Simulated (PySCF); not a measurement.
B₂Br₂FH₅P₂.
Z-matrix (Å and degrees, PBE0-D3(BJ)/def2-SVP geometry), rows numbered from 1:
```
F 
B   1  1.3498
Br  2  1.9998  1  116.19
P   2  2.0198  1  118.85  3  -129.23
B   4  1.9828  2   90.12  1  -139.65
Br  5  1.9741  4  117.43  2   139.42
P   5  1.9830  4   87.60  2    19.37
H   4  1.4164  2  113.39  1   -25.42
H   4  1.4143  2  119.05  1    96.15
H   5  1.2114  4  107.41  2   -88.11
H   7  1.4143  2  118.91  1   -96.03
H   7  1.4164  2  113.34  1    25.36
```

Method used: core-valence-separated Tamm–Dancoff BHandHLYP/aug-pcX-1 (pcseg-1 on H, def2-SVPD on P, def2-SVPD on Br) in PySCF, non-relativistic, gas phase, PBE0-D3(BJ)/def2-SVP geometry. No shift to experiment was applied.

(1) What does the F 1s absorption edge look like?

(2) List the boron K-edge absorption lines.

Answers

(1) 
```csv
E (eV),f,core hole on,main final orbital
685.28,0.0055,F1,LUMO (83 %)
685.82,0.0018,F1,LUMO+1 (73 %)
686.56,0.0089,F1,LUMO+2 (54 %)
686.66,0.0115,F1,"spread (2 roots, f summed)"
687.40,0.0034,F1,LUMO+4 (32 %)
687.47,0.0006,F1,LUMO+6 (43 %)
```

The first line with a tenth or more of the strongest one's intensity is at 685.28 eV (f = 0.006), with the hole on F1 (boron-bound fluorine). The strongest listed is at 686.66 eV (f = 0.011, sum of 2; F1).

(2) 
| E (eV) | f | core hole on | main final orbital |
| --- | --- | --- | --- |
| 189.71 | 0.0179 | B5 | LUMO (71 %) |
| 189.94 | 0.0357 | B5 | LUMO+1 (51 %) |
| 190.44 | 0.0687 | B5 | LUMO+13 (31 %) |
| 191.08 | 0.0084 | B5 | spread |
| 191.33 | 0.0292 | B2 | LUMO (74 %) |
| 191.60 | 0.0399 | B2 | LUMO+1 (70 %) |
| 192.12 | 0.0124 | B5 | LUMO+2 (45 %) |
| 192.19 | 0.0848 | B2 | spread |
| 192.36 | 0.0022 | B5 | LUMO+3 (39 %) |
| 192.40 | 0.0069 | B5 | LUMO+4 (37 %) |
| 192.75 | 0.0120 | B5 | LUMO+10 (46 %) |

The first line with a tenth or more of the strongest one's intensity is at 189.71 eV (f = 0.018), with the hole on B5 (four-coordinate boron). The strongest listed is at 192.19 eV (f = 0.085; B2).

Roots within 0.03 eV whose holes lie on the same, on equivalent or on shared atoms are summed into one line, and the highest roots are left out, as the search may have cut off their partners. Final orbitals are the ground state's empty Kohn–Sham orbitals.

Question: What are the wavelength and the wavenumber of the 686.66 eV line?

Answer: λ = 12398.42 eV Å/686.66 eV = 18.056 Å; 5.5383 × 10⁶ cm⁻¹.

Only the lowest roots of each edge were sought. The BHandHLYP/aug-pcX-1 (pcseg-1 on H, def2-SVPD on P, def2-SVPD on Br) calculation is non-relativistic and has no spin–orbit coupling, an omission that weighs most on bromine.

One conformer stands for the species.
